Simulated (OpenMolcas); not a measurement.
An OpenMolcas run meant for Eu4+ (ANO-R3, X2C; inactive shells 1s 2s 2p 3s 3p 3d 4s 4p 4d 5s 5p; intended active space 5 electrons in 7 orbitals (4f)). One step of its input:

```
&CASPT2
Multistate=21 1 2 3 4 5 6 7 8 9 10 11 12 13 14 15 16 17 18 19 20 21
Frozen=14 9
IPEA=0.25
Imaginary=0.1
MaxIter=60
WThr=0.0 0.3 0.05
PrWF=0.5
NoMix
Deleted=29 31
```

The run finished. Its levels beside those of a sound run (SS-CASPT2, IPEA 0.25 Eh, imaginary shift 0.1 Eh (closed shells correlated: 5s 5p)), in eV above each run's lowest level:

| Level | This run | Usual run |
| --- | --- | --- |
| 4f5 6H* 5/2 | 0.0000 | 0.0000 |
| 4f5 6H* 7/2 | 0.1623 | 0.1657 |
| 4f5 6H* 9/2 | 0.3565 | 0.3626 |
| 4f5 6H* 11/2 | 0.5726 | 0.5797 |
| 4f5 6H* 13/2 | 0.8030 | 0.8084 |
| 4f5 6F* 1/2 | 1.0583 | 0.9519 |
| 4f5 6F* 3/2 | 1.0997 | 0.9904 |
| 4f5 6H* 15/2 | 1.0453 | 1.0471 |
| 4f5 6F* 5/2 | 1.1874 | 1.0766 |
| 4f5 6F* 7/2 | 1.3374 | 1.2281 |
| 4f5 6F* 9/2 | 1.5553 | 1.4509 |
| 4f5 6F* 11/2 | 1.8259 | 1.7265 |
| 4f5 4F* 3/2 | 3.0314 | 2.7383 |
| 4f5 4F* 5/2 [50 %] | 3.1038 | 2.8159 |

Question: Which setting is unsound, and how much does it matter here?

Answer: Nearly half of the orbitals are deleted from the virtual space, which removes much of the correlation energy. Against the sound run the excited levels shown move by 770 cm-1 on average and by 2400 cm-1 at most.

CASPT2 breaks the degeneracy within a term, and the mean is taken; among the terms shown or strongly mixed into the levels shown the widest spread is 140 cm-1 (4f5 6H*, this run). High states are left out of the spin-orbit mixing, which shifts the levels that they would mix with. Levels of configurations outside the active space are missing.

A share in square brackets marks a mixed level and gives the weight of the term that names it, the lowest over the columns. * marks odd parity.
